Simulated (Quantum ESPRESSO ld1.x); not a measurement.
The numbers below are computed, except where a source is named.
As, 33 electrons, occupied as [Ar] 3d10 4s2 4p(up 1.875, down 1.125) (fractional occupations, a model configuration). Code: ld1.x of Quantum ESPRESSO 7.5. Model: scalar-relativistic Kohn-Sham, LDA (Slater exchange, Perdew-Wang correlation), spin-polarised, spherical densities, point nucleus. Some entries of the table are withheld. Estimate them.

orbital,occ.,eigenvalue (Ry),<r> (bohr)
1s up,1,-859.844,0.04556
1s down,1,-859.842,0.04556
2s up,1,-109.096,0.2031
2s down,1,-109.095,0.2031
2p up,3,-95.7663,0.1774
2p down,3,-95.7642,0.1774
3s up,1,-13.9280,0.5995
3s down,1,-13.9251,0.5995
3p up,3,-9.80619,0.6181
3p down,3,-9.80269,0.6179
3d up,5,-3.00717,0.6795
3d down,5,-3.00165,0.6783
4s up,1,-1.09679,(1)
4s down,1,-1.06078,(2)
4p up,1.875,-0.40811,2.531
4p down,1.125,-0.37424,2.563

Answer. 
(1) 4s up <r> (bohr): 1.931
(2) 4s down <r> (bohr): 1.932
